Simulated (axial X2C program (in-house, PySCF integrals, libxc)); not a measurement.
**How the levels of BrTcBr⁺ (d4 s0 p(π)0 orbitals) move with the bond length**

Computed with an axial X2C code built on PySCF integrals: two-component X2C with atomic mean-field Coulomb and Gaunt terms, basis Br dyall-v3z, Tc dyall-v3z (cores contracted in-house). Orbitals come from Hartree–Fock averaged over the configuration Tc d4 s0 p(π)0; CI then distributes these electrons over the d, s, p(π) shells of Tc. The speed of light was multiplied by 2, so these are model numbers.

At Br–Tc–Br held linear, both bonds 2.378 Å:

```tsv
Ω	energy (cm⁻¹)	g∥	configuration
0	0	0.00	100% d4
1	2	4.00	100% d4
2	7	8.01	100% d4
1	2929	6.01	100% d4
0	3041	0.00	100% d4
0	3043	0.00	100% d4
1	3158	2.00	100% d4
2	3276	6.00	100% d4
3	3398	10.01	100% d4
3	12599	6.00	100% d4
4	12601	10.00	100% d4
2	12629	2.00	100% d4
2	13342	5.99	100% d4
1	13604	2.00	100% d4
```

g∥ is the magnitude of 2⟨Lz + ge Sz⟩ for the +Ω component. The lowest 14 levels at most are listed.

At Br–Tc–Br held linear, both bonds 2.212 Å:

```
Ω  energy (cm⁻¹)     g∥  configuration
0              0   0.00        100% d4
1              3   4.01        100% d4
2             13   8.00        100% d4
1            505   5.99        100% d4
0            614   0.00        100% d4
0            622   0.00        100% d4
1            733   2.01        100% d4
2            850   6.01        100% d4
3            971  10.01        100% d4
3          10325   6.01        100% d4
2          10343   2.01        100% d4
4          10345  10.00        100% d4
2          10680   5.98        100% d4
1          10937   1.98        100% d4
```

The lowest level lies 6643 cm⁻¹ above the lowest at the first distance.

**Question.** How does the gap from the lowest to the fifth level change between the two distances?

**Answer.** From 3041 to 614 cm⁻¹, a factor of 0.20.

Dynamic correlation is missing, so gaps between terms are too wide and other configurations may lie lower; the lowest level listed is that of this model, not necessarily the ground state. For d shells the ligand-field splittings (σ, π, δ) and their order can be off by a thousand cm⁻¹ or more. At most 4 roots were kept for each Ω > 0 (twice that for Ω = 0) within 3.2 eV of the lowest, so higher up levels can be missing between those listed; levels with Ω > 0 are doubly degenerate and listed once, Ω = 0 levels singly. The open spinors mix strongly with ligand orbitals, which this small active space describes poorly. Some active spinors are only partly of the character that their shell is named for, so the shell names and counts are nominal. States that fill the shells left empty in the average are placed too high. The molecule was held linear; bending was not examined.
